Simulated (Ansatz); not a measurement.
Ansatz (a quantum-chemistry and plane-wave program) input (B3LYP-D3(BJ)/def2-TZVP):

Ansatz 0.2 input:
```yaml
crystal:
  periodic: [false, false, false]
  atoms:
    - {symbol: S, position_ang: [0.00000000, 0.00000000, -0.00000000]}
    - {symbol: H, position_ang: [1.41402883, -0.00613539, 0.00185772]}
    - {symbol: H, position_ang: [-1.41402883, 0.00613539, -0.00185772]}
    - {symbol: H, position_ang: [0.00615167, 1.41397409, -0.01257224]}
    - {symbol: H, position_ang: [-0.00615167, -1.41397409, 0.01257224]}
    - {symbol: H, position_ang: [-0.00180308, 0.01258019, 1.41398625]}
    - {symbol: H, position_ang: [0.00180308, -0.01258019, -1.41398625]}
basis:
  gaussian:
    orbitals: def2-TZVP
hamiltonian:
  xc: b3lyp
  dispersion: d3bj
phonons: {temperatures: {t_min: 298.15, t_max: 298.15, t_step: 100}}
```

Output:

```
Functional definition: B3LYP
integrals: 0.01 GiB planned
535 factors; their error is unknown
mean field: 0.15 GiB planned
mean field evaluation 1: about -10927.9546 eV, gradient 1.2e1 eV
mean field evaluation 2: about -10928.0385 eV, gradient 1.2e1 eV
mean field evaluation 4: about -10928.4436 eV, gradient 1.4e-1 eV
mean field evaluation 8: about -10928.4497 eV, gradient 1.7e-1 eV
mean field -10928.44971888 eV, -401.6131195997 hartree, gradient 3.7e-5 eV, S^2 0.000000; 0 other end points of the search recorded, 0 dependent functions left out
the calculation of the forces begins
reference -10928.44991579 eV, -401.6131268358 hartree; 11, 11 occupied and 62, 62 virtual orbitals, 535 factors
these checks for a lower state are left out or cut short: stability, starts, cluster_reference, orbital_swaps, neighbouring_geometries, increment
integrals: 0.01 GiB planned
535 factors; their error is unknown
mean field: 0.15 GiB planned
mean field evaluation 16: about -10928.4495 eV, gradient 1.6e-1 eV
mean field -10928.44955939 eV, -401.6131137383 hartree, gradient 1.3e-6 eV, S^2 0.000000; 0 other end points of the search recorded, 0 dependent functions left out
the calculation of the forces begins
reference -10928.44975629 eV, -401.6131209744 hartree; 11, 11 occupied and 62, 62 virtual orbitals, 535 factors
these checks for a lower state are left out or cut short: stability, starts, cluster_reference, orbital_swaps, neighbouring_geometries, increment
integrals: 0.01 GiB planned
535 factors; their error is unknown
mean field: 0.15 GiB planned
mean field -10928.44955939 eV, -401.6131137382 hartree, gradient 1.3e-6 eV, S^2 0.000000; 0 other end points of the search recorded, 0 dependent functions left out
the calculation of the forces begins
reference -10928.44975629 eV, -401.6131209744 hartree; 11, 11 occupied and 62, 62 virtual orbitals, 535 factors
these checks for a lower state are left out or cut short: stability, starts, cluster_reference, orbital_swaps, neighbouring_geometries, increment
integrals: 0.01 GiB planned
535 factors; their error is unknown
mean field: 0.15 GiB planned
mean field evaluation 32: about -10928.4497 eV, gradient 9.5e-7 eV
mean field -10928.44969733 eV, -401.6131188077 hartree, gradient 9.5e-7 eV, S^2 0.000000; 0 other end points of the search recorded, 0 dependent functions left out
the calculation of the forces begins
reference -10928.44989426 eV, -401.6131260446 hartree; 11, 11 occupied and 62, 62 virtual orbitals, 535 factors
these checks for a lower state are left out or cut short: stability, starts, cluster_reference, orbital_swaps, neighbouring_geometries, increment
integrals: 0.01 GiB planned
535 factors; their error is unknown
mean field: 0.15 GiB planned
mean field -10928.44968720 eV, -401.6131184353 hartree, gradient 8.8e-7 eV, S^2 0.000000; 0 other end points of the search recorded, 0 dependent functions left out
the calculation of the forces begins
reference -10928.44988408 eV, -401.6131256707 hartree; 11, 11 occupied and 62, 62 virtual orbitals, 535 factors
these checks for a lower state are left out or cut short: stability, starts, cluster_reference, orbital_swaps, neighbouring_geometries, increment
integrals: 0.01 GiB planned
535 factors; their error is unknown
mean field: 0.15 GiB planned
mean field -10928.44969733 eV, -401.6131188077 hartree, gradient 9.5e-7 eV, S^2 0.000000; 0 other end points of the search recorded, 0 dependent functions left out
the calculation of the forces begins
reference -10928.44989426 eV, -401.6131260446 hartree; 11, 11 occupied and 62, 62 virtual orbitals, 535 factors
these checks for a lower state are left out or cut short: stability, starts, cluster_reference, orbital_swaps, neighbouring_geometries, increment
integrals: 0.01 GiB planned
535 factors; their error is unknown
mean field: 0.15 GiB planned
mean field -10928.44968720 eV, -401.6131184353 hartree, gradient 8.8e-7 eV, S^2 0.000000; 0 other end points of the search recorded, 0 dependent functions left out
the calculation of the forces begins
reference -10928.44988408 eV, -401.6131256707 hartree; 11, 11 occupied and 62, 62 virtual orbitals, 535 factors
these checks for a lower state are left out or cut short: stability, starts, cluster_reference, orbital_swaps, neighbouring_geometries, increment
integrals: 0.01 GiB planned
535 factors; their error is unknown
mean field: 0.15 GiB planned
mean field -10928.44968720 eV, -401.6131184353 hartree, gradient 8.8e-7 eV, S^2 0.000000; 0 other end points of the search recorded, 0 dependent functions left out
the calculation of the forces begins
reference -10928.44988408 eV, -401.6131256707 hartree; 11, 11 occupied and 62, 62 virtual orbitals, 535 factors
these checks for a lower state are left out or cut short: stability, starts, cluster_reference, orbital_swaps, neighbouring_geometries, increment
integrals: 0.01 GiB planned
535 factors; their error is unknown
mean field: 0.15 GiB planned
mean field -10928.44969733 eV, -401.6131188077 hartree, gradient 9.5e-7 eV, S^2 0.000000; 0 other end points of the search recorded, 0 dependent functions left out
the calculation of the forces begins
reference -10928.44989426 eV, -401.6131260446 hartree; 11, 11 occupied and 62, 62 virtual orbitals, 535 factors
Total energy: -10928.60349545 eV, -401.6187707844 hartree
Atom 0 at     0.000000     0.000000     0.000000 Å, force    -0.000000     0.000000    -0.000000 eV/Å
Atom 1 at     1.414029    -0.006135     0.001858 Å, force    -0.000024     0.000000    -0.000000 eV/Å
Atom 2 at    -1.414029     0.006135    -0.001858 Å, force     0.000024    -0.000000     0.000000 eV/Å
Atom 3 at     0.006152     1.413974    -0.012572 Å, force    -0.000000    -0.000024     0.000000 eV/Å
Atom 4 at    -0.006152    -1.413974     0.012572 Å, force     0.000000     0.000024    -0.000000 eV/Å
Atom 5 at    -0.001803     0.012580     1.413986 Å, force     0.000000    -0.000000    -0.000024 eV/Å
Atom 6 at     0.001803    -0.012580    -1.413986 Å, force    -0.000000     0.000000     0.000024 eV/Å
Dipole moment:    -0.000000    -0.000000    -0.000000 e Å
Vibrations: 1346.36 1346.36 1346.36 1383.60 1383.60 1383.60 1402.48 1402.48 1402.48 1964.00 1964.00 2065.06 2065.06 2065.06 2256.01 cm⁻¹, zero-point energy 1.535944 eV
```
